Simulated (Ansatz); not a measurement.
Ligand exchange: AuOH + C5H10S → AuSH + C5H10O

Species: AuOH `[OH][Au]`, singlet; C5H10S (cyclopentanethiol) `SC1CCCC1`, singlet; AuSH `[SH][Au]`, singlet; C5H10O (cyclopentanol) `OC1CCCC1`, singlet. The partners trade OH for SH: Au–OH and C–SH bonds give way to Au–SH and C–OH.

Shapes, held fixed at every level: PBE0-D4/def2-TZVP. Flexible molecules stand in one conformer, not always the lowest. Programs: Ansatz 0.2.0. The zero-point and thermal change to 298 K, harmonic and unscaled (PBE0-D4/def2-TZVP), is +2.9 kJ/mol.

| level | kind | ΔH(298 K) (kJ/mol) | less CCSD(T)/def2-TZVPP |
| --- | --- | --- | --- |
| HF/def2-SVP | Hartree–Fock | -145.4 | -29.3 |
| r2SCAN-D4/def2-TZVPP | meta-GGA | -116.0 | +0.1 |
| r2SCAN0-D4/def2-TZVPP | global hybrid | -126.6 | -10.5 |
| B2PLYP/def2-TZVPP | double hybrid | -115.7 | +0.4 |
| MP2/def2-SVP | perturbation theory | -120.4 | -4.3 |
| CCSD/def2-TZVPP | coupled cluster or CI | -119.9 | -3.8 |
| CCSD(T)/def2-TZVPP | coupled cluster or CI | -116.1 | 0.0 |

The highest level, CCSD(T)/def2-TZVPP, gives ΔH(298 K) = -116.1 kJ/mol; the levels span -145.4 to -115.7. The column of differences is taken from that level and isn't an error. No measured value is set beside it here. T1 is large for AuOH, AuSH, so single-reference values are less sure there. For atoms past krypton def2 sets carry core potentials with scalar relativity. Correlated rows may include outer-core shells of Au, which these sets cover unevenly.
